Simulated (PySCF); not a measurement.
A GIAO shielding run with PySCF (density fitting, non-relativistic, gas phase) on `C1(C[SiH3])=C[C@@H](C=C)[C@H]1F`, C7H11FSi:

```
$ OMP_NUM_THREADS=1 python probes_run.py task.json out

{"job": {"kind": "nmr", "xc": "PBE0", "basis": "pcSseg-1"}, "charge": 0, "multiplicity": 1}
C      3.256623     1.263459     0.522487
C      1.983857     0.963122     0.342830
C      1.494563    -0.381472    -0.070930
C      0.530430    -0.376367    -1.240092
C     -0.527975    -0.772815    -0.528729
C     -1.962792    -0.982304    -0.770514
Si    -2.984693     0.486362    -0.073834
C      0.272159    -0.914831     0.743325
F     -0.125844    -0.134135     1.802393
H      3.573186     2.250778     0.811551
H      4.037024     0.532097     0.385717
H      1.210263     1.705119     0.486103
H      2.322913    -1.090979    -0.145830
H      0.688576    -0.129030    -2.272998
H     -2.289643    -1.901640    -0.282418
H     -2.141045    -1.083277    -1.841607
H     -2.454938     1.724840    -0.645196
H     -4.371849     0.284835    -0.500686
H     -2.899435     0.498603     1.382246
H      0.383469    -1.931685     1.133751
```

Hardware: 1 thread of an Arm Neoverse V1, shared host. The job also computes population analyses, field gradients, ring-centre shieldings.

Task: How large is the calculation?

Result: 76 electrons, 215 basis functions and 1133 auxiliary functions.

Task: How long does it take, and how much memory does it need?

Result: 46 s of wall time, with 14 SCF cycles and 5 response iterations; peak memory 0.96 GiB. Times on a shared host scatter by some tens of per cent.
